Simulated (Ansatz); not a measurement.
Isomers of Li₅Te₃ (doublet), relaxed with PBE-D4/def2-SVP; total energies from Ansatz at PBE0-D4/def2-TZVP.

```
isomer                                          description  energy (Eh)
     A  point group not assigned; 10 × Li–Te 2.57 to 2.71 Å   -841.97265
     B  point group not assigned; 12 × Li–Te 2.58 to 2.81 Å   -841.99642
     C            point group Cs; 10 × Li–Te 2.45 to 2.99 Å   -841.96489
```

In the def2 sets Te takes a core potential; there is no spin–orbit coupling.

The isomers come from a short search, and lower ones may exist.

**Question.** Work out the relative energies (1 Eh = 2625.5 kJ/mol) and the Boltzmann populations at 1200 K from electronic energies alone (R = 8.314 J/mol/K).

**Answer.** ΔE: A 62.4, B 0.0, C 82.8 kJ/mol. RT = 9.98 kJ/mol. Factors exp(−ΔE/RT): A 0.00193, B 1, C 0.000249; sum 1.002. Populations: A 0.2 %, B 99.8 %, C 0.0 %. Zero-point energy, vibrational entropy and symmetry numbers are left out and can shift these; an error of 4 kJ/mol changes a ratio by a factor of 1.5. Over the other density-functional and correlated levels in def2 sets, the gap between B and A ranges from 33 to 95 kJ/mol.
